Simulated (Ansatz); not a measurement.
Isolated molecules relaxed with PBE0-D4/def2-TZVP in Ansatz; ΔE leaves out vibrations. CBS: MP2 limit from def2 TZ/QZ plus the TZ coupled-cluster correction, frozen cores. Elements past krypton have def2 core potentials. For Br, Mo outer-core shells are correlated without core-valence functions, which leaves a few kJ/mol of doubt a bond. Scalar relativity is left out up to krypton. One conformer a species, not always the lowest.

`[F][Al]([Br])[Br]` + `[NH2][Mo]([OH])(=[S])=[S]` → `[NH2][Al]([Br])[Br]` + `[OH][Mo]([F])(=[S])=[S]`  (redistribution)

| species | MP2/def2-TZVPP energy (Eh) |
| --- | --- |
| `[F][Al]([Br])[Br]` | -5487.33546 |
| `[NH2][Mo]([OH])(=[S])=[S]` | -995.25249 |
| `[NH2][Al]([Br])[Br]` | -5443.42661 |
| `[OH][Mo]([F])(=[S])=[S]` | -1039.14319 |

Problem. Work out ΔE.

Solution. ΔE = (-5443.42661) + (-1039.14319) − (-5487.33546) − (-995.25249) = 0.01815 Eh = +11.4 kcal/mol. CCSD(T)/CBS gives +10.6 kcal/mol.

Largest T1 diagnostic among the species: 0.025, so the coupled-cluster value is less sure than usual.

Leaving LDA and LC-ωPBE aside and taking each functional with its dispersion term where it has one, the values, not all of them listed here, spread over 3.0 kcal/mol, from B97M-V to PBE-QIDH. LDA lies +0.9 kcal/mol from PBE without D4. From r2SCAN to r2SCAN0 (25 % exact exchange), in def2-TZVPP and without D4, ΔE moves by +1.4 kcal/mol. The D4 term adds +0.8 kcal/mol with B3LYP and +0.4 kcal/mol with PBE0; it sums over pairs of atoms, weighted by their polarisabilities, and B3LYP, whose exchange is more repulsive, gets the larger term.

B3LYP here is the variant with VWN-RPA as its local correlation; programs differ in this.
